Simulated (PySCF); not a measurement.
C₄H₅NS₂, SMILES Cc1ncsc1S.

Coordinates come from a r2SCAN-D4/def2-SVP optimisation. Other conformers were not sampled.

Vertical ionisation energy (IE) and electron affinity (EA) in eV. Rows of orbital energies are one-electron estimates. Where ΔSCF, EOM or ADC give a negative EA the extra electron is unbound and the value depends on the basis.

| level | IE | EA |
|---|---|---|
| −ε(HOMO), −ε(LUMO), B3LYP/def2-TZVP (PySCF) | 6.79 | 1.38 |
| −ε(HOMO), −ε(LUMO), PBE/def2-TZVP (PySCF) | … | … |

Q: What belongs in the gaps? (An estimate is asked for; the answer gives what the named calculation found.)

A: 
- −ε(HOMO), −ε(LUMO), PBE/def2-TZVP (PySCF), IE: 5.91
- −ε(HOMO), −ε(LUMO), PBE/def2-TZVP (PySCF), EA: 2.05
